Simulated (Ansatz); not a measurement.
Cost and result for the atomization energy of BrFGaH, SMILES `[F][GaH][Br]` (4 atoms, 3 bonds).

Z-matrix (Å, degrees):
```
Ga
F 1 1.745
Br 1 2.265 2 113.7
H 1 1.543 2 120.1 3 -180.0
```

Total charge 0; spin multiplicity 1. Correlated methods include outer-core shells of Br, Ga, which these sets cover unevenly. Scalar relativity is left out up to krypton. The geometry is a stationary point of PBE0-D4/def2-TZVP. Program: Ansatz. All runs use 2 threads of a server CPU on a shared host. Times are those of one run each, without the atoms' runs, and a repeat can differ threefold. Electronic energies, without spin–orbit coupling; frozen cores. CCSD(T)/CBS adds CCSD(T) − MP2 in def2-TZVPP to the MP2 limit, and its time is that of the two runs behind it. T1 = 0.012. With those shells the extrapolation isn't a true limit. HSE06 is the plane-wave form, built on full-range PBE exchange.

CCSD(T)/CBS is a level of theory with its own doubt, some kJ/mol a heavy atom from the limit and from the frozen cores, so smaller differences don't rank the functionals.

```csv
level,functions,wall time
PBE-D4/def2-TZVPP (with forces),141,2.8 s
BHLYP-D4/def2-TZVPP,141,4.1 s
HSE06-D4/def2-TZVPP,141,4.2 s
CAM-B3LYP-D4/def2-TZVPP,141,4.5 s
CCSD(T)/def2-SVP,83,6 s
B2PLYP/def2-TZVPP,141,6.5 s
PBE-QIDH/def2-TZVPP,141,6.5 s
r2SCAN-D4/def2-TZVPP (with forces),141,7 s
B97M-V/def2-TZVPP,141,12 s
ωB97M-V/def2-TZVPP (with forces),141,16 s
MP2/def2-QZVPP,265,19 s
CCSD(T)/def2-TZVPP,141,56 s
CCSD(T)/CBS(def2),–,75 s
```

Problem. What atomization energy does each give, and how far from CCSD(T)/CBS? (Estimate.)

Solution. Ansatz gave: 
| level | atomization (kJ/mol) | difference from CCSD(T)/CBS | per bond |
| --- | --- | --- | --- |
| PBE-D4/def2-TZVPP (with forces) | 1095.3 | -8.1 | -2.7 |
| BHLYP-D4/def2-TZVPP | 1031.2 | -72.2 | -24.1 |
| HSE06-D4/def2-TZVPP | 1073.1 | -30.3 | -10.1 |
| CAM-B3LYP-D4/def2-TZVPP | 1077.9 | -25.5 | -8.5 |
| CCSD(T)/def2-SVP | 1029.0 | -74.4 | -24.8 |
| B2PLYP/def2-TZVPP | 1071.8 | -31.6 | -10.5 |
| PBE-QIDH/def2-TZVPP | 1090.1 | -13.3 | -4.4 |
| r2SCAN-D4/def2-TZVPP (with forces) | 1103.6 | 0.2 | 0.1 |
| B97M-V/def2-TZVPP | 1093.0 | -10.4 | -3.5 |
| ωB97M-V/def2-TZVPP (with forces) | 1076.3 | -27.1 | -9.0 |
| MP2/def2-QZVPP | 1139.1 | 35.7 | 11.9 |
| CCSD(T)/def2-TZVPP | 1079.0 | -24.4 | -8.2 |
| CCSD(T)/CBS(def2) | 1103.4 | 0.0 | 0.0 |

From PBE to PBE0 (25 % exact exchange), in def2-TZVPP and without D4, the atomization energy moves by −21.8 kJ/mol: exact exchange takes away binding that semilocal exchange gives to molecules. In def2-TZVPP, CCSD(T) changes the Hartree–Fock value by +285.3 kJ/mol (the triples alone add +20.7 kJ/mol) and MP2 by +330.6 kJ/mol; breaking electron pairs costs correlation energy, which Hartree–Fock lacks. The D4 term adds +12.2 kJ/mol with B3LYP and +6.2 kJ/mol with PBE0; it sums over pairs of atoms, weighted by their polarisabilities, and B3LYP, whose exchange is more repulsive, gets the larger term.

B3LYP here is the variant with VWN-RPA as its local correlation; programs differ in this.
